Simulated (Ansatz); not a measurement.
Total energies of InSn₉H₁₆, a doped cluster cut from the lattice of tin (In on a surface site) from Ansatz at PBE-D4/def2-TZVP, gas phase (1 Eh = 27.2114 eV = 2625.5 kJ/mol). The reference geometry is relaxed at PBE-D4/def2-SVP.

```xyz
26

Sn    1.683    0.525    2.319
Sn   -0.672   -2.671   -0.062
Sn    1.380    0.572   -2.294
In   -2.423    1.866    0.523
Sn    3.016    1.166   -0.078
Sn    0.822   -2.186   -2.399
Sn    0.912   -2.181    2.215
Sn   -0.575    2.182    2.609
Sn   -2.898   -0.936   -0.241
Sn   -1.144    1.844   -2.139
H     2.831    0.701    3.620
H    -1.292   -4.301   -0.041
H     2.121    1.128   -3.773
H    -3.919    2.776    0.482
H     4.495    0.269   -0.257
H     3.430    2.853   -0.124
H     2.282   -3.125   -2.439
H    -0.097   -2.573   -3.820
H     2.293   -3.234    2.140
H     0.012   -2.619    3.635
H    -1.259    1.824    4.170
H     0.031    3.810    2.724
H    -4.175   -1.382    0.870
H    -3.590   -1.067   -1.831
H    -1.051    3.563   -2.458
H    -2.210    1.195   -3.353
```

| state | geometry | energy (Eh) |
| --- | --- | --- |
| charge 0 doublet | reference | -2128.57443 |
| charge 1 singlet | reference | -2128.30673 |
| charge -1 singlet | reference | -2128.69651 |
| free Sn atom (triplet) | – | -214.24935 |
| free In atom (doublet) | – | -190.11735 |
| free H atom (doublet) | – | -0.49962 |

In the def2 sets In, Sn take a core potential; there is no spin–orbit coupling. Single mean-field runs in def2-TZVP are fitted with def2-universal-jkfit.

(1) Work out the vertical ionisation energy to the singlet.

(2) Work out the vertical electron affinity, to the singlet.

(3) Give the fundamental gap IE − EA, the Mulliken electronegativity (IE + EA)/2 and the hardness (IE − EA)/2.

(4) What is the binding energy per atom against free atoms?

(1) E(charge 1 singlet) − E(charge 0 doublet) = -2128.30673 − (-2128.57443) = 0.26770 Eh = 7.28 eV. For comparison, −ε of the highest occupied level of the spin that leaves is 5.48 eV at this level, 1.80 eV less.

(2) E(charge 0 doublet) − E(charge -1 singlet) = -2128.57443 − (-2128.69651) = 0.12208 Eh = 3.32 eV. The basis lacks diffuse functions, which makes affinities too small.

(3) From the values in Eh: IE − EA = 0.26770 − 0.12208 = 0.14562 Eh = 3.96 eV; (IE + EA)/2 = 5.30 eV; (IE − EA)/2 = 1.98 eV.

(4) Atoms: 9 × (-214.24935) + 1 × (-190.11735) + 16 × (-0.49962) = -2126.35542 Eh. Binding: -2126.35542 − (-2128.57443) = 2.21901 Eh = 60.38 eV, or 2.32 eV for each of 26 atoms (no zero-point energy, no counterpoise term).

A triplet lies near this restricted singlet, and broken spin symmetry wasn't tried.
